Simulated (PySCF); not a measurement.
# Does the structure fit the spectrum?

A compound C4H7NO2Si gives the data below (simulated from a calculation) and was assigned the structure `N#CC1(O[SiH2]O)CC1`.

13C{1H} NMR (computed): δ 124.6 (C), 67.7 (CH2, 2C), 35.9 (CH2).

1H NMR (400 MHz, computed): δ 4.84 (s, 1H), 4.53 (m, 2H), 4.34 (m, 2H), 2.39 (m, 1H), 1.40 (m, 1H).

Theoretical values (PySCF 2.14.0 with density-fitted response routines): PBE0/pcSseg-1 with gauge-including orbitals, GFN2-xTB structure. In vacuum, averaged over atoms made equivalent by symmetry, fast rotation or ring inversion, single conformer, non-relativistic Hamiltonian.

Scale: TMS for 1H, 13C (reference shieldings calculated alike).

Task: Compare with the shifts computed for the proposed structure, pairing carbons in order of shift.

Result: Atom-mapped SMILES (the numbers label the heavy atoms): `[N:1]#[C:2][C:3]1([O:4][SiH2:5][OH:6])[CH2:7][CH2:8]1` (H(Xn): hydrogen on atom n).

```tsv
atom	computed for proposal	given list	difference
C2	125.6	124.6	+1.0
C3	42.9	67.7	-24.8
C7	20.2	67.7	-47.5
C8	20.2	35.9	-15.7
```

The rms difference is 27.9 ppm and the largest -47.5 ppm at C7 (three-membered-ring carbon). The carbon types in order of shift don't match either: C, C, CH2, CH2 for the proposal against C, CH2, CH2, CH2 in the data. The proposal doesn't fit.

Task: Which isomer fits?

Result: `N#C[SiH]1OCCCO1`.

1. Carbon types of the structure: 1 × C, 3 × CH2, leaving 1 H on heteroatoms.
2. δC 124.6: nitrile carbon; C≡N carbons fall here, among the sp2 signals but without a proton.
3. δC 67.7: sp3 CH2 bonded to O; pulled downfield by the heteroatom.
4. δC 35.9: sp3 CH2 in a ring; a saturated carbon with 2 carbon neighbours and no heteroatom attached.
5. δH 4.53, 4.34: hydrogen on an sp3 CH2 bonded to O; its carbon carries O, which withdraws density.

The shifts were computed for this structure.

Shifts are as computed. Against solution values, carbons near 30 ppm lie about +3 ppm off and those near 130 ppm about +5 ppm. Of 1211 compounds with measured shifts, 218 miss one by over three times the rms of a fit or turn the order of signals round; such compounds aren't used in these exercises. No couplings were computed; multiplicities are counted from neighbouring protons, with m where these are inequivalent, close in shift, in a saturated or five-membered ring or joined by F or P, and br s for small geminal =CH2 splittings.
